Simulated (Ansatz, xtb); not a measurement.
**Relative energy of two isomers of C6H2F2O**

Structure X is `C#CC(=C=O)/C(F)=C/F`, a singlet and structure Y is `C#C[C@]1(F)C=C(F)C1=O`, a singlet. Both are isolated molecules in the gas phase, relaxed with B3LYP-D3(BJ)/def2-SVP, each in the lowest conformer that the search found.

Problem. Estimate which is lower in electronic energy at CCSD(T)/def2-SVP + ΔMP2/def2-TZVPP, and by roughly how much.

Solution. Too close to call at this level: CCSD(T)/def2-SVP + ΔMP2/def2-TZVPP gives E(Y) − E(X) = +0.025 eV.

How the difference moves with the method:

```json
{"level": "GFN2-xTB", "geometry": "GFN2-xTB", "E(Y) − E(X) (eV)": "+0.453", "departure from the last row (eV)": "+0.429", "job, with rough time for the two": "optimisation, 0.15 s"}
{"level": "HF/STO-3G", "geometry": "GFN2-xTB", "E(Y) − E(X) (eV)": "−0.513", "departure from the last row (eV)": "−0.538", "job, with rough time for the two": "single point, 0.38 s"}
{"level": "r2SCAN-D4/def2-SVP", "geometry": "GFN2-xTB", "E(Y) − E(X) (eV)": "+0.126", "departure from the last row (eV)": "+0.101", "job, with rough time for the two": "single point, 3.5 s"}
{"level": "B3LYP-D3(BJ)/def2-SVP", "geometry": "B3LYP-D3(BJ)/def2-SVP", "E(Y) − E(X) (eV)": "+0.241", "departure from the last row (eV)": "+0.217", "job, with rough time for the two": "optimisation, 33 s"}
{"level": "HF/def2-SVP", "geometry": "B3LYP-D3(BJ)/def2-SVP", "E(Y) − E(X) (eV)": "+0.198", "departure from the last row (eV)": "+0.173", "job, with rough time for the two": "part of the CCSD(T) run"}
{"level": "MP2/def2-SVP", "geometry": "B3LYP-D3(BJ)/def2-SVP", "E(Y) − E(X) (eV)": "+0.132", "departure from the last row (eV)": "+0.108", "job, with rough time for the two": "part of the CCSD(T) run"}
{"level": "CCSD(T)/def2-SVP", "geometry": "B3LYP-D3(BJ)/def2-SVP", "E(Y) − E(X) (eV)": "+0.126", "departure from the last row (eV)": "+0.102", "job, with rough time for the two": "single point"}
{"level": "CCSD(T)/def2-SVP + ΔMP2/def2-TZVPP", "geometry": "B3LYP-D3(BJ)/def2-SVP", "E(Y) − E(X) (eV)": "+0.025", "departure from the last row (eV)": "", "job, with rough time for the two": "single point, 89 s"}
```

As drawn, Y has 2 C–C in place of 1 C=C. Structure X has no ring, Y a 4-membered ring.

The largest departure from CCSD(T)/def2-SVP + ΔMP2/def2-TZVPP is that of HF/STO-3G, 0.538 eV. The last row adds to CCSD(T) the change of the MP2 difference between the two basis sets, here −0.102 eV.

With thermal terms from frequencies at re-optimised GFN2-xTB minima (ideal gas, soft modes damped towards free rotors, one conformer each, 298.15 K, 1 atm): on the last row, ΔE + ΔZPE = +0.048, ΔH = +0.022, ΔG = +0.087 eV.

The correlated steps freeze 9 core orbitals. Mirror images aren't counted in ΔG. Programs: Ansatz 0.2.0, xtb 6.7.1; the last row on 4 threads of Arm Neoverse V1 on a shared host.
